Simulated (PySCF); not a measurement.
**Two-dimensional NMR puzzle**

Compound of formula C5H9NO3Si. Correlations simulated from computed shifts and the bond graph:

HSQC (one-bond C–H):
```tsv
δH	δC
6.47	121.6
6.19	107.2
6.18	104.2
4.14	53.7
```

COSY cross peaks (H two or three bonds apart, from the bond graph; peaks can be absent where the dihedral angle is near 90°):
```tsv
δH	δH
6.47	6.19
```

HMBC (two and three bonds, from the bond graph):
```tsv
δH	δC
6.47	155.3, 107.2, 104.2
6.19	155.3, 121.6, 104.2
6.18	155.3, 121.6, 107.2
4.85	121.6, 104.2, 53.7
```

Carbons without hydrogens: δ 155.3.

Theoretical values (PySCF 2.14): GIAO PBE0/pcSseg-1 shieldings, GFN2-xTB structure. One averaged value for each set of equivalent atoms, no solvent model, non-relativistic Hamiltonian, one conformer.

Referencing at the same level of theory: 1H and 13C against TMS.

Exchangeable hydrogens are left out of these lists.

Question: Assemble the structure.

Answer: `OC1=CN([Si@H](OC)O)C=C1`.

Mapped SMILES: `[CH3:1][O:2][Si@H:3]([OH:4])[n:5]1[cH:6][cH:7][c:8]([OH:9])[cH:10]1`. Hydrogens are named by the atom that carries them.

δC 155.3 is C8, an aromatic carbon bearing oxygen. δC 121.6 is C6, an aromatic CH next to a ring nitrogen (δH 6.47). δC 107.2 is C7, an aromatic CH (δH 6.19). δC 104.2 is C10, an aromatic CH next to a ring nitrogen (δH 6.18). δC 53.7 is C1, a methyl carbon bonded to O (δH 4.14). HMBC from δH 6.47 reaches the proton-free carbon C8. HMBC from δH 6.19 reaches the proton-free carbon C8. HMBC from δH 6.18 reaches the proton-free carbon C8. COSY links 6.47–6.19.

The shifts were computed for this structure.

OH/NH shifts are gas-phase values; hydrogen bonding in solution moves them, usually downfield. Shifts are as computed. Against solution values, carbons near 30 ppm lie about +3 ppm off and those near 130 ppm about +5 ppm. Of 1211 compounds with measured shifts, 218 miss one by over three times the rms of a fit or turn the order of signals round; such compounds aren't used in these exercises.
